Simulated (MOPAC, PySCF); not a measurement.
C11H12, SMILES `CC1(C=c2ccccc2=C1)C`, neutral singlet in the gas phase. 

Cartesian coordinates (Å):
SMILES: CC1(C)C=c2ccccc2=C1
```xyz
23

C     -2.3011    -0.5447     1.2510
C     -1.4645     0.0123     0.0717
C     -2.4028     0.5843    -1.0208
C     -0.4913     1.0663     0.5519
C      0.7950     0.6599     0.2924
C      2.0743     1.2792     0.5429
C      3.2202     0.6231     0.1655
C      3.1777    -0.6769    -0.4786
C      1.9896    -1.3134    -0.7417
C      0.7515    -0.6729    -0.3681
C     -0.5607    -1.0575    -0.5004
H     -1.6437    -0.9576     2.0410
H     -2.9251     0.2562     1.6976
H     -2.9776    -1.3511     0.9012
H     -1.8188     0.9867    -1.8715
H     -3.0807    -0.2057    -1.4037
H     -3.0282     1.4016    -0.6072
H     -0.8027     2.0047     1.0322
H      2.1192     2.2650     1.0308
H      4.2029     1.0838     0.3505
H      4.1298    -1.1538    -0.7583
H      1.9702    -2.2994    -1.2309
H     -0.9332    -1.9901    -0.9472
```
Charge 0, spin multiplicity 1.

All levels are single points at this geometry (PBE-D3(BJ)/def2-SVP); Pople sets use spherical d functions. Orbital energies aren't observables, and empty levels follow the basis.

```tsv
level	HOMO (eV)	LUMO (eV)	gap (eV)	dipole (D)	vertical IE, Delta-SCF (eV)
PBE-D3(BJ)/def2-TZVP in PySCF	-4.51	-2.69	1.82	0.59	6.90
B3LYP/6-311+G** in PySCF	-5.18	-2.11	3.06	0.55	–
BP86/6-31G* in PySCF	-4.26	-2.42	1.84	0.52	–
HF/3-21G in PySCF	-6.77	1.74	8.52	0.41	–
AM1 in MOPAC	-7.96	-0.62	7.34	0.64	–
PM3 in MOPAC	-8.09	-0.82	7.27	0.51	–
```
